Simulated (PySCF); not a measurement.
Species: Sn(vinyl)H3, C2H6Sn.
Bonds: Sn1–C2, C2–C3. Hydrogens: H7, H8, H9 on Sn1; H4 on C2; H5, H6 on C3.

A GFN2-xTB structure was refined with PBE0-D3(BJ)/def2-SVP geometry optimisation, gas phase, def2 core potentials past Kr in PySCF. Its GFN2-xTB values:

| coordinate | GFN2-xTB |
| --- | --- |
| Sn1–C2 | 2.113 Å |
| Sn1–H7 | 1.637 Å |
| Sn1–H9 | 1.602 Å |
| C2–C3 | 1.285 Å |
| C2–H4 | 1.045 Å |
| C3–H5 | 1.115 Å |
| C3–H6 | 1.099 Å |
| Sn1–C2–C3 | 122.0° |
| Sn1–C2–H4 | 119.1° |
| C2–Sn1–H7 | 115.0° |
| C2–C3–H5 | 122.9° |
| C2–C3–H6 | 122.0° |
| C3–C2–H4 | 118.5° |
| H5–C3–H6 | 114.8° |
| H7–Sn1–H8 | 104.3° |

How do these coordinates change at the PBE0-D3(BJ)/def2-SVP level?

```tsv
coordinate	PBE0-D3(BJ)/def2-SVP (Å or °)	change
Sn1–H9	1.716	+0.114
Sn1–H7	1.716	+0.079
C2–H4	1.097	+0.052
C2–C3	1.335	+0.050
Sn1–C2	2.142	+0.029
C3–H5	1.096	-0.019
C3–H6	1.097	-0.002
H7–Sn1–H8	109.2	+4.9
C2–Sn1–H7	110.2	-4.8
Sn1–C2–C3	123.7	+1.7
Sn1–C2–H4	117.6	-1.5
H5–C3–H6	115.6	+0.8
C2–C3–H6	121.7	-0.3
C3–C2–H4	118.7	+0.2
C2–C3–H5	122.7	-0.2
```

The energy falls by 0.361 eV over 6 energy and gradient evaluations, the largest force component goes from 0.0550 to 3.8e-04 Eh/bohr, and the atoms move by 0.071 Å rms after alignment. The bond that changes most is Sn1–H9 (ends: tin bonded to C and 3 H; hydrogen on tin), which lengthens by 0.114 Å. Bonds longer at the end by more than 0.005 Å: 5 of 8; shorter: 2. Rotational constants go from 30813, 3144, 2974 to 29222, 2997, 2838 MHz.

The run used 84 basis functions and 42 SCF cycles in all.

Stationary, but not proved a minimum. The numbers are those of one conformer.
